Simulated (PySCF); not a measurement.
PySCF job for GeH7NSi, SMILES N[SiH2][GeH3], PBE/pcSseg-1. Geometry: PBE0-D3(BJ)/def2-SVP. This is a generated structure with no PubChem entry under its InChIKey; it may be hypothetical. The values are those of a single conformer.

```python
import numpy as np
from pyscf import gto, scf, dft
from pyscf.prop.nmr import rks as nmr

mol = gto.M(
    atom='''
    Si    0.59998641   -1.18132861   -0.00000000
    N    -0.70506473   -2.32970150    0.00000000
    Ge   -0.09151046    1.11104320    0.00000000
    H     1.42779445   -1.42184882    1.22142038
    H     1.42779445   -1.42184883   -1.22142037
    H    -1.28370323   -2.39944538    0.83067015
    H    -1.28370322   -2.39944539   -0.83067015
    H    -0.95842181    1.41750651    1.24073774
    H     1.09263940    2.10070411   -0.00000000
    H    -0.95842181    1.41750651   -1.24073776
    ''',
    basis='pcSseg-1',
    charge=0,
    spin=0,
    max_memory=1600,
    verbose=3,
)
mf = dft.RKS(mol, xc='pbe')
mf.grids.level = 3
mf.conv_tol = 1e-10
mf.max_cycle = 100
mf.kernel()
n = nmr.NMR(mf)
n.verbose = 2
n.max_cycle_cphf = 60
sigma = n.kernel()
print('atom   isotropic/ppm   span/ppm')
for i, s in enumerate(sigma):
    w = np.linalg.eigvalsh((s + s.T) / 2)
    print(f'{mol.atom_symbol(i):2s}{i + 1:3d} {w.mean():14.3f} {w[2] - w[0]:11.3f}')
```

It prints:

```
converged SCF energy = -2424.70016567925
atom   isotropic/ppm   span/ppm
Si  1        375.158     139.549
N   2        259.507      76.283
Ge  3       1637.489      17.814
H   4         25.848       8.895
H   5         25.848       8.895
H   6         31.647      17.892
H   7         31.647      17.892
H   8         27.862      16.024
H   9         27.738      16.965
H  10         27.862      16.024
```

The calculation finished and met its thresholds.

Cost: about 28 core-seconds (a rough figure).
